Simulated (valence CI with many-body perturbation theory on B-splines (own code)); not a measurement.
E1 line list for Hf⁵⁸⁺

Computed by configuration interaction combined with many-body perturbation theory (CI+MBPT): four valence electrons over a frozen Dirac-Fock core [Ne], radial functions for each j: 11 s, 11 p, 9 d, 7 f, 5 g, 2 h, 1 i, with the one-electron correlation potential Σ1, the two-electron term Σ2, the three-electron term Σ3, Breit, model QED; selected CI, second order for the rest (own B-spline code, finite nucleus).

No measured spectrum was set against this ion. As an estimate, large intervals hold to a few tenths of a per cent, small ones and those within an open d or f shell to about a per cent.

Lines 51 to 100 of 236 in falling wavelength, among levels below 84.867 Ry, chosen from the strongest by gf and those to the six lowest levels. Wavelengths and rates use the calculated energies. Electric multipoles are in the length gauge, E1 and E2 with the static RPA response of the core. Weak lines are less certain than strong ones. Lines between different terms over intervals too small for the method are left out, as are lines whose strength nearly cancels. The highest levels of a list are the least certain.

Levels are named by their leading jj configuration (3d3/2^4 stands for four electrons in 3d with j = 3/2), which in mixed levels can hold well under half, so a name can repeat and another be missing. Letters in brackets count levels of one name in rising energy.

| λ vac (nm) | Upper | Lower | A (s⁻¹) | log gf | Branch % |
| --- | --- | --- | --- | --- | --- |
| 6.463 | (3s 3p1/2 3p3/2^2) J=1 [b] | (3s^2 3p3/2^2) J=2 | 1.73e+10 | -1.49 | 0.7 |
| 6.341 | (3s 3p1/2 3p3/2 3d5/2) J=3 [d] | (3s^2 3p3/2 3d5/2) J=2 | 6.01e+09 | -1.60 | 0.4 |
| 6.322 | (3s 3p1/2 3p3/2 3d3/2) J=2 [a] | (3s 3p1/2 3p3/2^2) J=2 [a] | 1.51e+10 | -1.34 | 4.2 |
| 6.303 | (3s 3p1/2^2 3d3/2) J=2 | (3s 3p1/2^2 3p3/2) J=1 | 5.93e+09 | -1.75 | 11.8 |
| 6.287 | (3s 3p1/2 3p3/2 3d3/2) J=2 [b] | (3s 3p1/2 3p3/2^2) J=3 | 5.75e+10 | -0.77 | 6.1 |
| 6.263 | (3s 3p1/2 3p3/2 3d3/2) J=2 [c] | (3s 3p1/2 3p3/2^2) J=2 [b] | 1.87e+10 | -1.26 | 1.7 |
| 6.088 | (3s^2 3p1/2 3d3/2) J=2 | (3s^2 3p1/2 3p3/2) J=2 | 8.91e+09 | -1.61 | 96.6 |
| 5.829 | (3s^2 3p1/2 3d3/2) J=2 | (3s^2 3p1/2 3p3/2) J=1 | 3.17e+08 | -3.09 | 3.4 |
| 5.722 | (3s 3p1/2^2 3d3/2) J=1 | (3s 3p1/2^2 3p3/2) J=2 | 5.19e+09 | -2.12 | 10.0 |
| 5.542 | (3s 3p1/2^2 3d3/2) J=2 | (3s 3p1/2^2 3p3/2) J=2 | 1.31e+10 | -1.52 | 25.9 |
| 5.051 | (3s^2 3p1/2 3d3/2) J=1 | (3s^2 3p1/2 3p3/2) J=2 | 4.69e+09 | -2.27 | 0.1 |
| 4.949 | (3s 3p1/2^2 3d5/2) J=3 | (3s^2 3p1/2 3d3/2) J=2 | 3.33e+08 | -3.07 | 0.2 |
| 4.871 | (3s^2 3p1/2 3d3/2) J=1 | (3s^2 3p1/2 3p3/2) J=1 | 2.65e+09 | -2.55 | 0.1 |
| 4.746 | (3s 3p1/2 3p3/2 3d5/2) J=1 [a] | (3s 3p1/2 3p3/2^2) J=1 [b] | 2.49e+10 | -1.60 | 3.8 |
| 4.696 | (3s 3p1/2^2 3d5/2) J=2 | (3s^2 3p1/2 3d3/2) J=2 | 7.73e+08 | -2.89 | 0.3 |
| 4.496 | (3s 3p1/2 3p3/2 3d5/2) J=2 [b] | (3s 3p1/2 3p3/2^2) J=2 [b] | 4.35e+10 | -1.18 | 4.3 |
| 4.419 | (3s 3p1/2 3p3/2 3d5/2) J=1 [b] | (3s 3p1/2 3p3/2^2) J=1 [b] | 4.14e+10 | -1.44 | 5.6 |
| 4.334 | (3s 3p1/2 3p3/2 3d5/2) J=3 [c] | (3s 3p1/2 3p3/2^2) J=2 [b] | 1.40e+10 | -1.56 | 0.9 |
| 4.328 | (3s 3p1/2 3p3/2 3d5/2) J=1 [a] | (3s 3p1/2 3p3/2^2) J=0 | 5.48e+10 | -1.34 | 8.3 |
| 4.315 | (3s 3p1/2 3p3/2 3d5/2) J=3 [a] | (3s 3p1/2 3p3/2^2) J=3 | 1.79e+10 | -1.46 | 4.3 |
| 4.298 | (3s 3p1/2^2 3d5/2) J=2 | (3s 3p1/2^2 3p3/2) J=1 | 1.50e+11 | -0.68 | 61.8 |
| 4.275 | (3s^2 3p3/2 3d5/2) J=2 | (3s^2 3p3/2^2) J=2 | 1.48e+11 | -0.69 | 89.8 |
| 4.255 | (3s 3p1/2 3p3/2 3d5/2) J=1 [b] | (3s 3p1/2 3p3/2^2) J=2 [b] | 3.56e+10 | -1.54 | 4.9 |
| 4.242 | (3s 3p1/2 3p3/2 3d5/2) J=1 [c] | (3s 3p1/2 3p3/2^2) J=1 [b] | 5.04e+10 | -1.39 | 6.3 |
| 4.237 | (3s^2 3d3/2 3d5/2) J=3 | (3s^2 3p3/2 3d3/2) J=2 | 1.94e+11 | -0.44 | 6.1 |
| 4.221 | (3s^2 3p1/2 3d5/2) J=2 | (3s^2 3p1/2 3p3/2) J=2 | 3.75e+10 | -1.30 | 12.8 |
| 4.214 | (3s 3p1/2 3p3/2 3d5/2) J=0 | (3s 3p1/2 3p3/2^2) J=1 [b] | 2.34e+11 | -1.20 | 14.7 |
| 4.207 | (3s^2 3p1/2 3d5/2) J=3 | (3s^2 3p1/2 3p3/2) J=2 | 1.87e+11 | -0.46 | 100.0 |
| 4.200 | (3s 3p1/2 3p3/2 3d5/2) J=2 [a] | (3s 3p1/2 3p3/2^2) J=2 [a] | 1.53e+11 | -0.70 | 30.6 |
| 4.186 | (3s^2 3d3/2 3d5/2) J=3 | (3s^2 3p3/2 3d3/2) J=3 | 3.84e+10 | -1.15 | 1.2 |
| 4.169 | (3s 3p1/2 3p3/2 3d5/2) J=3 [b] | (3s 3p1/2 3p3/2^2) J=3 | 1.55e+11 | -0.55 | 27.9 |
| 4.127 | (3s 3p1/2 3p3/2 3d5/2) J=4 [b] | (3s 3p1/2 3p3/2^2) J=3 | 1.68e+11 | -0.41 | 60.7 |
| 4.112 | (3s 3p1/2 3p3/2 3d5/2) J=2 [b] | (3s 3p1/2 3p3/2^2) J=3 | 7.26e+10 | -1.04 | 7.2 |
| 4.110 | (3s^2 3d3/2^2) J=0 | (3s 3p1/2 3p3/2^2) J=1 [b] | 1.05e+11 | -1.57 | 1.9 |
| 4.106 | (3s 3p1/2^2 3d5/2) J=3 | (3s 3p1/2^2 3p3/2) J=2 | 1.78e+11 | -0.50 | 81.2 |
| 4.102 | (3s 3p1/2 3p3/2 3d5/2) J=2 [d] | (3s 3p1/2 3p3/2^2) J=1 [b] | 3.27e+11 | -0.38 | 12.9 |
| 4.095 | (3s^2 3p3/2 3d5/2) J=1 | (3s^2 3p3/2^2) J=0 | 2.98e+11 | -0.65 | 73.5 |
| 4.095 | (3s^2 3p1/2 3d5/2) J=2 | (3s^2 3p1/2 3p3/2) J=1 | 2.55e+11 | -0.49 | 87.2 |
| 4.087 | (3s 3p1/2 3p3/2 3d5/2) J=1 [c] | (3s 3p1/2 3p3/2^2) J=1 [a] | 2.51e+11 | -0.72 | 31.1 |
| 4.071 | (3s 3p1/2 3p3/2 3d5/2) J=3 [d] | (3s 3p1/2 3p3/2^2) J=2 [b] | 3.51e+11 | -0.21 | 22.7 |
| 4.066 | (3s 3p1/2 3p3/2 3d5/2) J=3 [a] | (3s 3p1/2 3p3/2^2) J=2 [a] | 2.60e+11 | -0.35 | 62.9 |
| 4.061 | (3s 3p1/2 3p3/2 3d5/2) J=0 | (3s 3p1/2 3p3/2^2) J=1 [a] | 1.06e+11 | -1.58 | 6.6 |
| 4.055 | (3s 3p1/2 3p3/2 3d5/2) J=2 [c] | (3s 3p1/2 3p3/2^2) J=2 [b] | 1.14e+11 | -0.85 | 10.5 |
| 4.055 | (3s 3p1/2 3p3/2 3d5/2) J=1 [b] | (3s 3p1/2 3p3/2^2) J=0 | 1.71e+11 | -0.90 | 23.3 |
| 4.052 | (3s 3p1/2 3p3/2 3d5/2) J=2 [c] | (3s 3p1/2 3p3/2^2) J=1 [a] | 2.78e+11 | -0.47 | 25.6 |
| 3.963 | (3s^2 3p3/2 3d5/2) J=3 | (3s^2 3p3/2^2) J=2 | 5.71e+11 | -0.03 | 99.4 |
| 3.941 | (3s 3p1/2 3p3/2 3d5/2) J=4 [c] | (3s 3p1/2 3p3/2^2) J=3 | 2.02e+11 | -0.37 | 19.1 |
| 3.937 | (3s 3p1/2 3p3/2 3d5/2) J=3 [b] | (3s 3p1/2 3p3/2^2) J=2 [a] | 1.24e+11 | -0.69 | 22.4 |
| 3.931 | (3s 3p1/2 3p3/2 3d5/2) J=1 [a] | (3s 3p1/2 3p3/2^2) J=2 [a] | 4.43e+10 | -1.51 | 6.7 |
| 3.930 | (3s 3p1/2^2 3d5/2) J=2 | (3s 3p1/2^2 3p3/2) J=2 | 4.56e+10 | -1.28 | 18.8 |
